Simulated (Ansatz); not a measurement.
```xyz
13

C    -1.3485   -0.1596   -1.1348
B    -0.3869   -1.0066   -0.2494
C     0.7427   -0.4375    0.6693
C     0.8950    1.0559    0.7441
F     1.9395    1.4045    1.5901
H    -0.9869   -0.2754   -2.1687
H    -1.3878    0.9109   -0.9256
H    -2.3641   -0.5648   -1.1510
H    -0.4839   -2.2042   -0.2978
H     1.6898   -0.8955    0.3490
H     0.5825   -0.8492    1.6767
H     1.1173    1.4878   -0.2369
H    -0.0089    1.5337    1.1350
```

The species carries charge 0 and has multiplicity 1.

Question: List the PBE0/def2-TZVPP orbital energies in eV (the Gaussian-basis code of Ansatz). (Best estimate.)

Answer: Ansatz gave: Occupied: -673.28, -280.03, -277.82, -277.66, -184.61, -33.04, -21.52, -19.76, -17.75, -14.00, -13.91, -13.38, -12.31, -11.63, -11.54, -11.04, -10.11, -9.32, -9.17, -8.73. Lowest empty: -0.92, 0.83, 1.67, 1.96, 2.22, 2.80, 3.00, 3.23.
